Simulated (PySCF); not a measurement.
# What a mistake does to a calculation on B2CFH4

These are calculations, not measurements. The program is PySCF 2.14.0, an open-source quantum chemistry code, run on an isolated molecule that a program drew, which may never have been made. The molecule is B2CFH4 (charge 0, doublet), drawn as the SMILES string `[BH]CBF`.

Each row is a Hartree-Fock (HF) and frozen-core CCSD(T) single point in the cc-pVDZ basis, meant for a local HF minimum. Run 1 is clean. Each other run has one planted mistake out of seven kinds, and not every kind appears here: one electron removed, one electron added, multiplicity raised by two, geometry at a saddle point, minimal basis STO-3G, one bond length entered in bohr, all coordinates scaled. The reference is restricted for singlets and unrestricted otherwise, and also for a bond in bohr. Adding or removing an electron swaps singlet and doublet. Electrons count all cores. HOMO and LUMO are orbital energies over both spins, the gradient is its largest component, and the lowest frequency (negative if imaginary) is given only where the gradient is small. Bond lengths are over the 7 bonds as drawn. T1 is the CCSD diagnostic: over 0.02 (restricted) or 0.045 (unrestricted) a single reference is doubtful.

Geometry of the clean run:
```xyz
8
B2CFH4, angstrom
B    -1.4942   -0.2982    0.2565
C    -0.5962    0.7362    1.0114
B     0.9280    0.5423    0.7058
F     1.7469    0.1051    1.6612
H    -1.4503   -0.5590   -0.9133
H    -0.8092    0.7989    2.0796
H    -0.8845    1.6862    0.5272
H     1.4181    0.7525   -0.3687
```

| run | electrons | basis functions | <S^2> | HOMO (eV) | LUMO (eV) | gradient (hartree/bohr) | lowest frequency (cm^-1) | mean bond (Å) | longest bond (Å) | T1 | HF (hartree) | CCSD(T) (hartree) | mistake |
|---|---|---|---|---|---|---|---|---|---|---|---|---|---|
| 1 | 29 | 76 | 0.753 | -9.02 | 1.83 | 1.7e-05 | 69 | 1.2939 | 1.567 | 0.0148 | -188.99985 | -189.51882 | no fault |
| 2 | 29 | 76 | 1.356 | -9.39 | 1.67 | 3.2e-02 | - | 1.4326 | 2.062 | 0.0447 | -188.88199 | -189.39811 | one bond length entered in bohr |
| 3 | 29 | 76 | 0.753 | -9.21 | 1.62 | 3.6e-02 | - | 1.3586 | 1.645 | 0.0156 | -188.98415 | -189.50909 | all coordinates scaled |
| 4 | 30 | 76 | 0.000 | 0.65 | 7.95 | 4.7e-02 | - | 1.2939 | 1.567 | 0.0296 | -188.93119 | -189.49328 | ? |
| 5 | 29 | 76 | 3.762 | -7.23 | -2.86 | 1.2e-01 | - | 1.2939 | 1.567 | 0.0347 | -188.79536 | -189.31173 | ? |

**Which mistake was planted in run 4, and what did it cost?**

It counts 30 electrons, one more than the clean run, at the same geometry and basis. So the mistake is: one electron added. Subtracting run 1 and multiplying by 627.51 kcal/mol a hartree, the energy moved by 43.1 kcal/mol in HF and 16.0 kcal/mol in CCSD(T).

**Which mistake was planted in run 5, and what did it cost?**

Electrons, basis and geometry are unchanged, and <S^2> is 3.762, beside S(S+1) = 3.75 for a multiplicity of 4. So the mistake is: multiplicity raised by two. Subtracting run 1 and multiplying by 627.51 kcal/mol a hartree, the energy moved by 128.3 kcal/mol in HF and 130.0 kcal/mol in CCSD(T).

Cautions from the logs. Run 4: T1 is over the limit, so its CCSD(T) energy is less reliable and the HOMO is above zero, so the electron isn't bound and the energy depends on the basis.
